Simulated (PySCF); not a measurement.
Correlation energy of Se (selenium, neutral)

[Ar] 3d10 4s2 4p4, high-spin 3P determinant. Calculation: PySCF 2.14, in aug-cc-pVDZ-PP with ECP10MDF (5s4p3d, 32 functions); a scalar-relativistic core potential. Frozen: 3s2 3p6 3d10; 6 electrons correlated.

MP2 pair energies summed by pair of shells (mhartree):

| pair | energy | share (%) |
| --- | --- | --- |
| 4p-4p | -36.33 | 48.0 |
| 4s-4p | -32.85 | 43.4 |
| 4s-4s | -6.52 | 8.6 |

Total MP2 correlation energy: -75.70 mhartree.

Same-spin part -18.98 and opposite-spin part -56.72 mhartree; SCS-MP2 scales them by 1/3 and 6/5 to -74.39 mhartree.

```json
{"level": "CCSD", "correlation energy (mhartree)": "-92.09"}
{"level": "(T)", "correlation energy (mhartree)": "-1.52"}
{"level": "CCSD(T)", "correlation energy (mhartree)": "-93.61"}
```

Diagnostics: T1 = 0.0083, D1 = 0.0241, largest double amplitude 0.041.

Cost of the coupled-cluster step: 0.19 s of wall time on 1 thread of Neoverse-V2 (shared host), for 6 correlated electrons.

Iterations:

```
CC2 = 0
CCSD nocc = (np.int64(4), np.int64(2)), nmo = (23, 23)
frozen orbitals [[0, 1, 2, 3, 4, 5, 6, 7, 8], [0, 1, 2, 3, 4, 5, 6, 7, 8]]
max_cycle = 100
direct = 0
conv_tol = 1e-08
conv_tol_normt = 1e-06
diis_space = 8
diis_start_cycle = 0
Init t2, MP2 energy = -0.0757006102850085
Init E_corr(UCCSD) = -0.0757006102858157
cycle = 1  E_corr(UCCSD) = -0.088278765993942  dE = -0.0125781557  norm(t1,t2) = 0.0404461
cycle = 2  E_corr(UCCSD) = -0.0909190085838505  dE = -0.00264024259  norm(t1,t2) = 0.0132487
cycle = 3  E_corr(UCCSD) = -0.0921198501548907  dE = -0.00120084157  norm(t1,t2) = 0.00546606
cycle = 4  E_corr(UCCSD) = -0.0920844338391023  dE = 3.54163158e-05  norm(t1,t2) = 0.00103824
cycle = 5  E_corr(UCCSD) = -0.092090386963558  dE = -5.95312446e-06  norm(t1,t2) = 0.000396742
cycle = 6  E_corr(UCCSD) = -0.0920906212449894  dE = -2.34281431e-07  norm(t1,t2) = 0.000109037
cycle = 7  E_corr(UCCSD) = -0.0920905027177035  dE = 1.18527286e-07  norm(t1,t2) = 2.76829e-05
cycle = 8  E_corr(UCCSD) = -0.0920906284086585  dE = -1.25690955e-07  norm(t1,t2) = 6.2417e-06
cycle = 9  E_corr(UCCSD) = -0.0920905746619496  dE = 5.37467089e-08  norm(t1,t2) = 1.3651e-06
cycle = 10  E_corr(UCCSD) = -0.0920905863942018  dE = -1.17322522e-08  norm(t1,t2) = 3.29678e-07
cycle = 11  E_corr(UCCSD) = -0.0920905886392139  dE = -2.24501215e-09  norm(t1,t2) = 7.3137e-08
UCCSD converged
E(UCCSD) = -371.9381176327862  E_corr = -0.09209058863921392
UCCSD(T) correction = -0.00151578985470469
```
